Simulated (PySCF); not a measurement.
# Vibration and rotation of PBr

UHF-CCSD(T) constants of PBr, ³Σ⁻ (triplet), unpaired electrons π ↑↑ (PySCF, no relativity, basis sets P def2-TZVPPD, Br def2-TZVPPD; masses 30.9738 and 78.9183 u):

```
ωe              : 429.3 cm⁻¹
ωexe            : 1.54 cm⁻¹
Be              : 0.15797 cm⁻¹
αe              : 0.000798 cm⁻¹
D (centrifugal) : 8.56e-08 cm⁻¹
De to P + Br    : 2.66 eV
```

Question: Give the vibrational terms G(v) and spacings up to v = 6.

Answer: G(v) = ωe(v+½) − ωexe(v+½)².

```csv
v,G(v) (cm⁻¹),G(v) − G(v−1),Bv (cm⁻¹)
0,214.3,,0.1576
1,640.5,426.2,0.1568
2,1063.6,423.1,0.1560
3,1483.7,420.1,0.1552
4,1900.7,417.0,0.1544
5,2314.6,413.9,0.1536
6,2725.4,410.8,0.1528
```

Question: How well does the Morse estimate ωe²/(4ωexe) reproduce De, and what is D0?

Answer: It gives 3.71 eV, 139 % of the computed De. D0 = De − G(0) = 2.66 − 0.03 = 2.63 eV.

Correlated steps freeze 14 core orbitals. Spin–orbit coupling is left out. The state is the lowest determinant that a PBE0 search found; another state may lie lower at other levels.
